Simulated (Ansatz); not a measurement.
An input meant for [MoO3S]2- (MoSO₃²⁻) (charge -2, singlet).

```yaml
crystal:
  periodic: [false, false, false]
  atoms:
    - {symbol: Mo, position_ang: [0.044514, 0.076552, 0.031921]}
    - {symbol: O, position_ang: [0.070416, 0.082671, 1.789622]}
    - {symbol: O, position_ang: [1.702598, 0.109979, -0.551036]}
    - {symbol: O, position_ang: [-0.770532, 1.533202, -0.519533]}
    - {symbol: S, position_ang: [-1.046996, -1.802403, -0.750984]}
basis:
  gaussian: {orbitals: def2-TZVPD}
total_charge: -3
magnetization: {spin_polarized: true, initial_magnetization: 2}
hamiltonian: {xc: {name: CAM-B3LYP}, dispersion: d3bj}
scf: {omitted_lower_state_checks: [starts]}
output: {forces: true}
```

```sh
$ ansatz run in.yaml --threads 4 --pin off --events-out ev --progress --plain --max-ram 3916MiB
```

Shortened log:

```
Error: a molecule whose nuclei and cores have a total charge of 54 cannot have a net charge of -3 together with 2 unpaired electrons
```

(1) What is wrong with this run?

Results:

(1) The number of unpaired electrons doesn't fit the electron count. The program refused the input.
